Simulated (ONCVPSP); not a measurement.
## Before and after: ONCV potential for titanium

| Item | Value |
| --- | --- |
| Element | Ti |
| Generator | ONCVPSP 4.0.1 |
| Type | optimised norm-conserving Vanderbilt (ONCV) |
| Functional | PBE |
| Relativity | scalar-relativistic |
| Frozen core | [Ne] |
| Valence charge | 12 |
| Reference configuration | 3s2 3p6 3d2 4s2 |
| Partial waves | 3s+4s: rc 1.95 bohr, ncon 4, nbas 7, qcut 6.8 1/bohr, 3 projectors, debl 0.7 Ha; 3p: rc 1.70 bohr, ncon 5, nbas 10, qcut 8.7 1/bohr, 2 projectors, debl 0.5 Ha; 3d: rc 2.45 bohr, ncon 4, nbas 9, qcut 6.8 1/bohr, 1 projector |
| Local potential | polynomial inside 1.55 bohr (lpopt 3, dvloc0 3 Ha) |
| Core correction | none |

In the p channel the program set the typed energies aside and used -1.428, 0.250 Ha.

Change: core correction Teter function fitted to the true core (icmod 2), fcfact 0.3.

Cutoffs: the cutoffs (Ha) at which the residual kinetic energy of the hardest occupied pseudo-wave falls to 1 and 0.1 mHa per electron; they do not see the model core or the augmentation charge, which bear on the density cutoff. Errors are all-electron minus pseudo energies relative to the spin-unpolarised reference configuration.

Task: How do hardness, ghosts and transferability respond?

Result: The potential gets neither clearly harder nor softer (20 Ha and 25 Ha → 20 Ha and 25 Ha); of the 4 tests that both files solve, the error grows in 2 and shrinks in 0 by more than 15 % and 0.3 meV (median size 96.1 → 97.0 meV); neither file shows a bound ghost. A model core, the more so a compact one, raises the density cutoff, which this test does not measure.

```csv
quantity,base,changed
"cutoff, loose",20 Ha,20 Ha
"cutoff, tight",25 Ha,25 Ha
bound ghosts,none,none
GHOST(+) flags under 300 eV,none,none
"error for 3s2 3p6 3d2 4s1, meV [ΔE 7.35 eV]",-0.5,-0.8
"error for 3s2 3p6 3d2 4s0, meV [ΔE 20.92 eV]",-10,-12
"error for 3s2 3p6 3d1 4s0, meV [ΔE 47.87 eV]",+182,+182
"error for 3s2 3p6 3d1 4s2 4p1, meV [ΔE 4.67 eV]",+194,+193
s: phases at 1.97 bohr within 0.05 rad from the reference energy up to (Ha; the scan ends near 5),to the end of the scan,to the end of the scan
p: phases at 1.73 bohr within 0.05 rad from the reference energy up to (Ha; the scan ends near 5),to the end of the scan,to the end of the scan
d: phases at 2.49 bohr within 0.05 rad from the reference energy up to (Ha; the scan ends near 5),0.3,0.3
```
